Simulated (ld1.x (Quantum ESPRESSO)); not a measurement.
# Pt, TM: configuration errors across variants

Pt (Z = 78), norm-conserving Troullier–Martins (Kleinman–Bylander form), made with ld1.x (Quantum ESPRESSO) 7.5 (PBE, scalar-relativistic). Core [Xe] 4f14, reference 5d7 6s0 6p0 (charge +3). Waves: 6p (bound, empty): rc 2.30 bohr; 5d (bound): rc 1.85 bohr; 6s (bound, empty): rc 1.85 bohr. Local part: the s channel. Core correction: Bessel-smoothed model core inside 1.95 bohr.

All-electron excitation energies from the reference (eV): (1) 5d9 6s1 6p0 -61.376; (2) 5d9 6s0 6p0 -52.182; (3) 5d8 6s0 6p0 -32.217; (4) 5d9.5 6s0.5 6p0 -61.499; (5) 5d8 6s1 6p0 -50.209; (6) 5d6 6s0 6p0 45.653; (7) 5d10 6s0 6p0 -61.394.

A true bound ghost makes a file unfit for plane-wave use even where its test errors are small: the radial tests pick states by their node count and pass the ghost by.

Errors AE − PS in meV (a dash: test not solved or not reliable):

| change | (1) | (2) | (3) | (4) | (5) | (6) | (7) | bound ghosts |
| --- | --- | --- | --- | --- | --- | --- | --- | --- |
| base | -258 | -349 | -110 | -402 | -86 | -176 | -563 | none |
| all radii but the core radius scaled by about 0.79 (s 1.46, p 1.82, d 1.46 bohr) | +43 | -269 | -87 | -175 | +119 | -152 | -421 | p, s (extra level of the local part) |
| all radii but the core radius scaled by about 1.17 (s 2.16, p 2.68, d 2.16 bohr) | -301 | -381 | -118 | -454 | -100 | -181 | -625 | none |
| all radii but the core radius scaled by about 1.24 (s 2.30, p 2.86, d 2.30 bohr) | -299 | -371 | -113 | -448 | -101 | -171 | -614 | none |
| all radii but the core radius scaled by about 1.39 (s 2.58, p 3.20, d 2.58 bohr) | -280 | -329 | -98 | -408 | -104 | -145 | -551 | none |

Q: Give the same row for: all radii but the core radius scaled by about 0.89 (s 1.64, p 2.04, d 1.64 bohr).

A: -161, -298, -95, -306, -40, -161, -472; bound ghosts: p.
